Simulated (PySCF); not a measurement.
C4H7O (SMILES C[CH]C(C)=O), doublet, geometry from GFN2-xTB; DF-PBE0/cc-pVDZ in PySCF.

PySCF was given this input:
```python
from pyscf import gto, scf, dft

mol = gto.Mole()
mol.atom = '''
    C    -1.98606156    0.38777513   -0.02319402
    C    -0.63409118    0.43769205    0.54985105
    C     0.48260492   -0.15837745   -0.10825148
    C     1.81371040   -0.02607270    0.60358398
    O     0.37954257   -0.74434792   -1.18547737
    H    -1.96593829   -0.14902495   -0.96898695
    H    -2.37617628    1.39690193   -0.18006052
    H    -2.67898810   -0.10345583    0.66504900
    H    -0.48396581    0.93925237    1.49408330
    H     1.75744172   -0.48877297    1.58687357
    H     2.59133250   -0.51130391    0.02076336
    H     2.06297815    1.02508457    0.73416001
'''
mol.basis = 'cc-pvdz'
mol.spin = 1
mol.verbose = 4
mol.build()

mf = dft.UKS(mol)
mf.xc = 'pbe0'
mf = mf.density_fit(auxbasis='def2-universal-jkfit')
mf.kernel()
```

Task: Predict the main parts of the log of this PySCF run.

Result: 
```
PySCF version 2.14.0

[INPUT] verbose = 4
[INPUT] num. atoms = 12
[INPUT] num. electrons = 39
[INPUT] charge = 0
[INPUT] spin (= nelec alpha-beta = 2S) = 1
[INPUT] symmetry False subgroup None
[INPUT] Mole.unit = angstrom
[INPUT] Symbol           X                Y                Z      unit          X                Y                Z       unit  Magmom
[INPUT]  1 C     -1.986061560000   0.387775130000  -0.023194020000 AA   -3.753112414926   0.732788793618  -0.043830345528 Bohr   0.0
[INPUT]  2 C     -0.634091180000   0.437692050000   0.549851050000 AA   -1.198258668202   0.827118101399   1.039067893805 Bohr   0.0
[INPUT]  3 C      0.482604920000  -0.158377450000  -0.108251480000 AA    0.911991125168  -0.299290004807  -0.204565649779 Bohr   0.0
[INPUT]  4 C      1.813710400000  -0.026072700000   0.603583980000 AA    3.427415925275  -0.049270262328   1.140608415375 Bohr   0.0
[INPUT]  5 O      0.379542570000  -0.744347920000  -1.185477370000 AA    0.717231509914  -1.406613710190  -2.240227556170 Bohr   0.0
[INPUT]  6 H     -1.965938290000  -0.149024950000  -0.968986950000 AA   -3.715084945896  -0.281616341227  -1.831119953778 Bohr   0.0
[INPUT]  7 H     -2.376176280000   1.396901930000  -0.180060520000 AA   -4.490322392888   2.639762070576  -0.340265068647 Bohr   0.0
[INPUT]  8 H     -2.678988100000  -0.103455830000   0.665049000000 AA   -5.062553799969  -0.195503184690   1.256760469416 Bohr   0.0
[INPUT]  9 H     -0.483965810000   0.939252370000   1.494083300000 AA   -0.914562834553   1.774929741149   2.823408244286 Bohr   0.0
[INPUT] 10 H      1.757441720000  -0.488772970000   1.586873570000 AA    3.321083530685  -0.923647050390   2.998756441611 Bohr   0.0
[INPUT] 11 H      2.591332500000  -0.511303910000   0.020763360000 AA    4.896908722684  -0.966224356319   0.039237063826 Bohr   0.0
[INPUT] 12 H      2.062978150000   1.025084570000   0.734160010000 AA    3.898463704462   1.937129091818   1.387361350508 Bohr   0.0

nuclear repulsion = 167.894591617148
number of shells = 46
number of NR pGTOs = 179
number of NR cGTOs = 105
basis = cc-pvdz
ecp = {}

******** <class 'pyscf.df.df_jk.DFUKS'> ********
method = DFUKS
initial guess = minao
damping factor = 0
level_shift factor = 0
DIIS = <class 'pyscf.scf.diis.CDIIS'>
diis_start_cycle = 1
diis_space = 8
diis_damp = 0
SCF conv_tol = 1e-09
SCF conv_tol_grad = None
SCF max_cycles = 50
direct_scf = False
number electrons alpha = 20  beta = 19
XC library pyscf.dft.libxc version 7.1.2
    S. Lehtola, C. Steigemann, M. J. T. Oliveira, and M. A. L. Marques,  SoftwareX 7, 1–5 (2018)
XC functionals = pbe0
    C. Adamo and V. Barone,  J. Chem. Phys. 110, 6158 (1999)
    M. Ernzerhof and G. E. Scuseria,  J. Chem. Phys. 110, 5029 (1999)
radial grids:
    Treutler-Ahlrichs [JCP 102, 346 (1995); DOI:10.1063/1.469408] (M4) radial grids

becke partition: Becke, JCP 88, 2547 (1988); DOI:10.1063/1.454033
pruning grids: <function nwchem_prune>
grids dens level: 3
symmetrized grids: False
atomic radii adjust function: <function treutler_atomic_radii_adjust>
small_rho_cutoff = 0
Set gradient conv threshold to 3.16228e-05
tot grids = 139216
******** <class 'pyscf.df.df.DF'> ********
auxbasis = def2-universal-jkfit
init E= -232.029033603446

cycle= 1 E= -231.413147469083  delta_E= 0.616  |g|= 0.564  |ddm|= 2.26
cycle= 2 E= -230.32892552341  delta_E= 1.08  |g|= 1.55  |ddm|= 2.18
cycle= 3 E= -231.529786329803  delta_E= -1.2  |g|= 0.213  |ddm|= 1.97
cycle= 4 E= -231.555462313435  delta_E= -0.0257  |g|= 0.0667  |ddm|= 0.264
cycle= 5 E= -231.558169995772  delta_E= -0.00271  |g|= 0.0177  |ddm|= 0.0683
cycle= 6 E= -231.55844620611  delta_E= -0.000276  |g|= 0.0109  |ddm|= 0.0269
cycle= 7 E= -231.55857827069  delta_E= -0.000132  |g|= 0.00485  |ddm|= 0.0232
cycle= 8 E= -231.558613741327  delta_E= -3.55e-05  |g|= 0.00172  |ddm|= 0.0109
cycle= 9 E= -231.558619325316  delta_E= -5.58e-06  |g|= 0.00103  |ddm|= 0.00455
cycle= 10 E= -231.558620542434  delta_E= -1.22e-06  |g|= 0.000458  |ddm|= 0.00226
cycle= 11 E= -231.558620789439  delta_E= -2.47e-07  |g|= 8.81e-05  |ddm|= 0.00115
cycle= 12 E= -231.558620800983  delta_E= -1.15e-08  |g|= 3.11e-05  |ddm|= 0.000231
cycle= 13 E= -231.558620802163  delta_E= -1.18e-09  |g|= 1.38e-05  |ddm|= 7.19e-05
cycle= 14 E= -231.558620802272  delta_E= -1.09e-10  |g|= 7.41e-06  |ddm|= 3.26e-05
Extra cycle  E= -231.558620802258  delta_E= 1.49e-11  |g|= 1.02e-05  |ddm|= 1.36e-05
converged SCF energy = -231.558620802258  <S^2> = 0.76613997  2S+1 = 2.0160754
```
